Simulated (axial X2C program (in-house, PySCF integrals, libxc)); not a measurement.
Photoelectron levels of CsCu by EOM-IP-CCSD

Computed with an in-house all-electron X2C program for linear molecules (integrals from PySCF): two-component X2C with atomic mean-field Coulomb and Gaunt terms, Gaussian nuclei, basis Cs dyall-cv3z, Cu dyall-cv3z with contracted cores.

R = 3.125 Å (near the PBE0 minimum at charge 0 of the determinant lowest at the starting distance; the state shown can have its own minimum elsewhere).

Hartree–Fock spinors of CsCu (one of each Kramers pair; a window near the gap, which can cut inner shells):

```tsv
ω	occupied	ε (eV)	character
1/2	yes	-11.40	99% Cu d
3/2	yes	-11.39	100% Cu d
1/2	yes	-11.05	99% Cu d
5/2	yes	-11.05	100% Cu d
3/2	yes	-11.04	100% Cu d
1/2	yes	-4.48	52% Cu s, 30% Cs s, 11% Cs p
1/2	no	-0.14	51% Cs p, 46% Cs s
1/2	no	0.28	99% Cs p
3/2	no	0.28	99% Cs p
1/2	no	0.66	81% Cs p, 12% Cs s, 3% Cu s
1/2	no	0.81	74% Cs s, 17% Cs p, 6% Cu p
1/2	no	1.06	95% Cs p, 4% Cs d
```

Vertical ionisation energies of CsCu to the states of CsCu⁺:

```
Ω of CsCu⁺  vertical IE (eV)  above lowest (cm⁻¹)                   ionised spinor  one-hole weight
       1/2             5.146                    0  52% Cu sσ, 30% Cs sσ, 11% Cs pσ             0.95
       5/2             7.271                17139                       100% Cu dδ             0.89
       3/2             7.300                17375             74% Cu dπ, 25% Cu dδ             0.89
       1/2             7.322                17554             56% Cu dσ, 44% Cu dπ             0.89
```

(1) How far does the lowest EOM-IP-CCSD energy lie from the Koopmans value −ε of the highest filled spinor?

This point took 22 s on 1 thread of Intel(R) Xeon(R) Platinum 8375C CPU @ 2.90GHz (Ice Lake), with other jobs on the host.

Reference electrons by ω block (each with its −ω partner): 1/2: 27, 3/2: 12, 5/2: 3. 20 electrons of CsCu correlated (inner shells frozen), 82 natural virtual spinors (a truncated set); levels can be off by some tenths of an eV. Roots sought by Ω: (1/2: 4, 3/2: 3, 5/2: 1); rows need 60 % one-particle weight and stop where some Ω has no more roots. Missing are any skipped roots, higher Ω and states of a further excitation; these come out far too high here and may in truth be low or lowest. T1 of the reference 0.025 (Lee–Taylor). Number of frozen shells: Cs 4 s, 3 p, 2 d; Cu 3 s, 2 p.

## Answers

(1) 5.146 eV against 4.48 eV, a shift of 0.67 eV: relaxation of the final state lowers the energy and the loss of correlation raises it.
